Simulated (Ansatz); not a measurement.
C2H4AlNTe (`C1=N[CH2][AlH][Te]1`). The species carries charge 0 and has multiplicity 1. Te takes the def2 core potential. Geometry: relaxed with PBE0-D4/def2-TZVP.

```xyz
9

C     0.954   -0.568    1.203
N     0.983    0.554    0.655
C     0.088    0.948   -0.403
Al   -1.194   -0.494   -0.885
Te   -0.411   -2.213    0.743
H     1.657   -0.809    1.998
H    -0.424    1.867   -0.089
H     0.695    1.262   -1.261
H    -2.350   -0.548   -1.961
```

Task: What is the dipole moment at ωB97M-V/def2-TZVPP? (Best estimate.)

Result: The calculation gave: 1.22 D, with components (-0.65, 0.53, -0.89) D in this frame, pointing from negative to positive charge.

Task: And with PBE, r2SCAN, B3LYP? (An estimate is asked.)

Result: The calculation gave: PBE 0.96 D, r2SCAN 1.09 D, B3LYP 1.07 D.

Task: Give the Mulliken charges with ωB97M-V, B3LYP, r2SCAN in def2-TZVPP. (Best estimate.)

Result: Ansatz gave: 
| atom | ωB97M-V | B3LYP | r2SCAN |
| --- | --- | --- | --- |
| C1 | -0.10 | -0.10 | 0.01 |
| N2 | -0.17 | -0.17 | -0.23 |
| C3 | -0.26 | -0.17 | -0.14 |
| Al4 | 0.36 | 0.35 | 0.40 |
| Te5 | -0.11 | -0.10 | -0.15 |
| H6 | 0.13 | 0.12 | 0.09 |
| H7 | 0.12 | 0.10 | 0.07 |
| H8 | 0.12 | 0.10 | 0.07 |
| H9 | -0.08 | -0.11 | -0.13 |

B3LYP here is the variant with VWN-RPA as its local correlation; programs differ in this.
